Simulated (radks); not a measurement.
Zr I, 40 electrons, occupied as [Kr] 4d2 5s2 (the NIST ground configuration).

Calculated with a radial shooting solver on a logarithmic mesh with Libxc functionals: scalar-relativistic Kohn-Sham, exchange-only LDA, spin-unpolarised, spherical densities, finite nucleus; Fermi nuclear charge, rms radius 4.2694 fm.

Energy parts (hartree):
| part | energy |
|---|---|
| total | -3590.90102 |
| kinetic | 3693.70117 |
| electron-nucleus | -8656.41404 |
| Hartree | 1478.00256 |
| exchange | -106.19071 |

Orbitals (lengths in bohr, moments of r in powers of bohr):
| orbital | occ. | eigenvalue (hartree) | <r^2> |
|---|---|---|---|
| 1s | 2 | -653.9953 | 0.001857 |
| 2s | 2 | -90.58120 | 0.03125 |
| 2p | 6 | -80.83391 | 0.02458 |
| 3s | 2 | -14.77379 | 0.2422 |
| 3p | 6 | -11.59929 | 0.2499 |
| 3d | 10 | -6.37058 | 0.2485 |
| 4s | 2 | -1.95806 | 1.671 |
| 4p | 6 | -1.15036 | 2.163 |
| 4d | 2 | -0.09878 | 7.008 |
| 5s | 2 | -0.13695 | 16.41 |
| 5p | 0 | -0.03215 | 36.37 |

The highest occupied level is 4d at -2.688 eV. Summed over all electrons, <r^2> = 67.83 bohr^2, which gives a Langevin (diamagnetic) susceptibility term of -53.7 x 10^-6 cm^3/mol.
